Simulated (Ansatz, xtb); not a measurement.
# Relative energy of two structures of C4H9AlN2

We compare I, a singlet given by its coordinates, with II, `C=C[C@@H]1C[NH][AlH][NH]1`, a singlet. Both are isolated molecules in the gas phase, relaxed with PBE0-D3(BJ)/def2-SVP; the shapes shown needn't be the lowest conformers.

I (Å):

```yaml
atoms:
  - { symbol: C, position_ang: [1.6705, 3.5652, 1.5938] }
  - { symbol: C, position_ang: [-0.1831, -0.8831, -0.0213] }
  - { symbol: C, position_ang: [-1.2827, -1.8249, 0.0965] }
  - { symbol: C, position_ang: [-2.3311, -1.3805, 1.1157] }
  - { symbol: Al, position_ang: [2.1672, 1.2749, -0.1776] }
  - { symbol: N, position_ang: [1.4954, 2.4694, 1.0167] }
  - { symbol: N, position_ang: [0.6739, -0.1175, -0.0921] }
  - { symbol: H, position_ang: [0.9378, 3.9725, 2.3306] }
  - { symbol: H, position_ang: [2.5508, 4.2357, 1.4412] }
  - { symbol: H, position_ang: [2.0403, 1.6608, -1.7264] }
  - { symbol: H, position_ang: [3.3750, 0.3555, 0.3319] }
  - { symbol: H, position_ang: [-1.7219, -1.9410, -0.9079] }
  - { symbol: H, position_ang: [-0.8484, -2.8016, 0.3658] }
  - { symbol: H, position_ang: [-2.7699, -0.4126, 0.8372] }
  - { symbol: H, position_ang: [-1.8933, -1.2841, 2.1188] }
  - { symbol: H, position_ang: [-3.1361, -2.1266, 1.1588] }
```

Close contacts (Å): C1–N6 1.25, C2–C3 1.45, C2–N7 1.15, C3–C4 1.53, Al5–N6 1.82, Al5–N7 2.04, C1–H8 1.12, C1–H9 1.12, C3–H12 1.10, C3–H13 1.10, C4–H14 1.10, C4–H15 1.10, C4–H16 1.10, Al5–H10 1.60, Al5–H11 1.60.

II (Å):

```xyz
16

C    -1.1699    3.0205    0.2650
C    -0.4463    2.1414    0.9587
C    -0.5205    0.6522    0.8032
C    -1.0758   -0.0033    2.0924
Al    0.8760   -1.5608    1.2486
N    -0.6444   -1.3908    2.1614
N     0.7909    0.0695    0.5266
H    -1.0759    4.0977    0.4259
H    -1.8891    2.6904   -0.4924
H     0.2770    2.4907    1.7072
H    -1.2346    0.4313   -0.0193
H    -2.1753    0.0973    2.0809
H    -0.7169    0.5859    2.9639
H    -1.0913   -1.9335    2.8871
H     1.9229   -2.7331    1.1188
H     1.2860    0.5270   -0.2272
```

**Question.** Estimate which is lower in electronic energy at CCSD(T)/def2-SVP + ΔMP2/def2-TZVPP, and by roughly how much.

**Answer.** The CCSD(T)/def2-SVP + ΔMP2/def2-TZVPP calculation puts structure II lower, by 0.962 eV.

Level by level:

```tsv
level	geometry	E(II) − E(I) (eV)	departure from the last row (eV)	job, with rough time for the two
PBE0-D3(BJ)/def2-SVP	PBE0-D3(BJ)/def2-SVP	−1.221	−0.259	optimisation, 1.9 min
HF/def2-SVP	PBE0-D3(BJ)/def2-SVP	−0.496	+0.466	part of the CCSD(T) run
MP2/def2-SVP	PBE0-D3(BJ)/def2-SVP	−0.740	+0.222	part of the CCSD(T) run
CCSD(T)/def2-SVP	PBE0-D3(BJ)/def2-SVP	−0.705	+0.257	single point
CCSD(T)/def2-SVP + ΔMP2/def2-TZVPP	PBE0-D3(BJ)/def2-SVP	−0.962		single point, 74 s
```

The levels shown agree on the order. The largest departure from CCSD(T)/def2-SVP + ΔMP2/def2-TZVPP is that of HF/def2-SVP, 0.466 eV. Levels run at GFN2-xTB geometries aren't shown. The last row adds to CCSD(T) the change of the MP2 difference between the two basis sets, here −0.257 eV, a large step that makes the value less sure.

With thermal terms from frequencies at re-optimised GFN2-xTB minima (ideal gas, soft modes damped towards free rotors, one conformer each, 298.15 K, 1 atm): the zero-point term adds +0.253 eV; ΔH is −0.788 and ΔG −0.584 eV.

The correlated steps freeze 11 core orbitals. Mirror images aren't counted in ΔG. Codes used: Ansatz 0.2.0, xtb 6.7.1; the last row on 4 threads of Arm Neoverse V1 on a shared host.
